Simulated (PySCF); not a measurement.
Ligands exchanged one at a time, Al H-SH. Isolated molecules, 0 K electronic values unless said otherwise. One relaxed conformer stands for each flexible species; it need not be the lowest. Strings in code marks are SMILES.

The S1 excitation (TDA) from two functionals at the same geometries (PBE0-D3(BJ)/def2-TZVP), both in PySCF: PBE-D3(BJ)/def2-TZVP and TPSSh-D3(BJ)/def2-TZVP. Excitations are Tamm–Dancoff values on a coarser integration grid. The basis has no diffuse functions, so Rydberg states are missing or too high.

```tsv
species	PBE-D3(BJ)/def2-TZVP (eV)
1 of 3 H replaced by SH	5.14
2 of 3 H replaced by SH (`[SH][AlH][SH]` (H–S–Al–S torsion 0°, S–Al–S–H torsion 0°))	5.22
3 of 3 H replaced by SH (`[SH][Al]([SH])[SH]`)	5.09
```

Task: What does TPSSh-D3(BJ)/def2-TZVP give for each?

Result: 
- 1 of 3 H replaced by SH: 5.48
- 2 of 3 H replaced by SH (`[SH][AlH][SH]` (H–S–Al–S torsion 0°, S–Al–S–H torsion 0°)): 5.61
- 3 of 3 H replaced by SH (`[SH][Al]([SH])[SH]`): 5.58
Over these rows, drawn at random from the members with no instability flagged (it was tested for open shells, ions and some series alone), PBE minus TPSSh-D3(BJ): mean -0.41 eV, from -0.49 eV to -0.34 eV.
